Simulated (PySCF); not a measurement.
Harmonic spectrum computed at PBE in the def2-TZVP basis family (core potentials from Rb on, PySCF, no spin–orbit coupling):

```json
{"ω (cm⁻¹)": "88", "IR (km/mol)": "62.9"}
{"ω (cm⁻¹)": "515", "IR (km/mol)": "33.4"}
{"ω (cm⁻¹)": "584", "IR (km/mol)": "283"}
```

**Question.** Which molecule gave it? In each, all ligands are bound to the one heavy central atom.
A. CaF₂ (singlet)
B. BeF₂ (singlet)
C. SiF₂ (singlet)
D. SnF₂ (singlet)

**Answer.** A. It has C2v symmetry with Ca–F 1.999 Å (×2).
